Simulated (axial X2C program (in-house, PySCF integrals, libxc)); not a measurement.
# Potential curves of SnH⁻, with spin–orbit coupling

All values were computed with an in-house all-electron X2C program for linear molecules (integrals from PySCF). Two-component (2c) means X2C with spin–orbit coupling and atomic mean-field two-electron Coulomb and Gaunt terms. Basis: Sn dyall-acv3z [12s13p10d5f1g], H dyall-av3z [7s3p2d] (cores contracted in-house); Gaussian nuclei, density fitting, unrestricted open shells. Masses: Sn 119.902 u, H 1.008 u.

State: Ω = 1 (⟨Sz⟩ = 1.00, ⟨Lz⟩ = 0.00 at HF). Energies in kJ/mol from the fragments at the same level (Sn- + H). Fits are polynomials in 1 − R0/R over 0.85 to 1.23 times the lowest point R0.

| R (Å) | CCSD(T) |
| --- | --- |
| 1.6489 | -224.82 |
| 1.7033 | -234.17 |
| 1.7576 | -239.44 |
| 1.8120 | -241.47 |
| 1.8754 | -240.64 |
| 1.9388 | -237.15 |
| 2.0204 | -229.86 |

Correlated methods: 6 electrons correlated (number of frozen shells: Sn 4 s, 3 p, 2 d; H none), 240 virtual spin orbitals or spinors in MP2, 90 natural virtuals in coupled cluster.

The state is one determinant whose occupation by symmetry is held fixed; it was picked as the lowest of a PBE0 search that is not exhaustive. Dissociation energies refer to the lowest single-determinant-based atoms at the same level and basis. CCSD and (T) use frozen natural virtuals with an MP2 correction for the truncation; (T) itself is uncorrected, so its De runs slightly low. PBE0 can misorder states that lie within some tenths of an eV, so this need not be the ground state of the molecule. The nearest other 2c determinant of the search, Ω = 0, lies 0.41 eV up at the distance of the search. With several unpaired electrons one determinant need not be a pure state. Open-shell Ω = 0 determinants with evenly filled partner blocks cannot be reached by this program, so the Ω shown need not be the lowest component. This is the Ω = 1 component of a π² triplet; the 0⁺ component is not one determinant and can lie lowest. With the outer-core shells frozen, correlated bond lengths of heavy atoms tend to come out a few hundredths of an ångström too long. Coupled cluster ran on the points near the minimum only. MP2 and coupled cluster on one determinant become unreliable at the stretched end.

Fit the CCSD(T) curve near its minimum: give the equilibrium distance, the harmonic wavenumber and the well depth.

At CCSD(T), 2c: Re = 1.826 Å, ωe ≈ 1520 cm⁻¹, De = 2.50 eV to Sn- + H; Be follows as 5.06 cm⁻¹.
